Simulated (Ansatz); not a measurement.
**Worked example: KCl + AuSH → KSH + AuCl**

Species: KCl, singlet; AuSH `[SH][Au]`, singlet; KSH `[SH][K]`, singlet; AuCl (gold monochloride), singlet. The partners trade Cl for SH: K–Cl and Au–SH bonds give way to K–SH and Au–Cl.

Shapes, held fixed at every level: PBE0-D4/def2-TZVP. Programs: Ansatz 0.2.0. The zero-point and thermal change to 298 K, harmonic and unscaled (PBE0-D4/def2-TZVP), is -1.7 kJ/mol.

At CCSD(T)/def2-TZVPP; 1 Eh = 2625.50 kJ/mol:

```
species   energy (Eh)
    KCl  -1059.140278
   AuSH   -533.729532
    KSH   -997.707983
   AuCl   -595.120519
```

Work out ΔH(298 K) of the reaction at this level.


1. Products less reactants: (-997.707983) + (-595.120519) − [(-1059.140278) + (-533.729532)] = 0.041308 Eh = +108.5 kJ/mol.
2. With the thermal change: +108.5 + (-1.7) = +106.8 kJ/mol.

Other levels give +83.4 (HF/def2-SVP) to +120.3 kJ/mol (MP2/def2-TZVPP). No measured value is set beside it here. T1 is large for AuSH, AuCl, so single-reference values are less sure there. For atoms past krypton def2 sets carry core potentials with scalar relativity. Correlated rows may include outer-core shells of Au, K, which these sets cover unevenly.
